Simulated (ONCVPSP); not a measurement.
**Pseudopotential generation for tungsten (W): ONCV, PBEsol, scalar-relativistic.**

```json
{
 "Element": "tungsten",
 "Generator": "ONCVPSP 4.0.1",
 "Type": "optimised norm-conserving Vanderbilt (ONCV)",
 "Functional": "PBEsol",
 "Relativity": "scalar-relativistic",
 "Frozen core": "[Xe] 4f14",
 "Valence charge": "6",
 "Reference configuration": "5d4 6s1.5 (charge +0.5)",
 "Partial waves": "6s: rc 2.05 bohr, ncon 5, nbas 9, qcut 3.9 1/bohr, 1 projector; p scattering state at 0.02 Ha: rc 2.50 bohr, ncon 4, nbas 8, qcut 3.5 1/bohr, 1 projector; 5d: rc 2.35 bohr, ncon 3, nbas 7, qcut 7.3 1/bohr, 2 projectors, debl 1.5 Ha",
 "Local potential": "polynomial inside 1.75 bohr (lpopt 5, dvloc0 2 Ha)",
 "Core correction": "Teter function, fcfact 2.75, rcfact 1.65"
}
```

Does the generator finish with these settings?

No. ONCVPSP 4.0.1 stopped with "optimize: ERROR ps0norm > uunorm, code will stop": the continuity conditions at rc already need more norm inside rc than the all-electron wave has, so norm conservation cannot be met. It happened in the s channel.
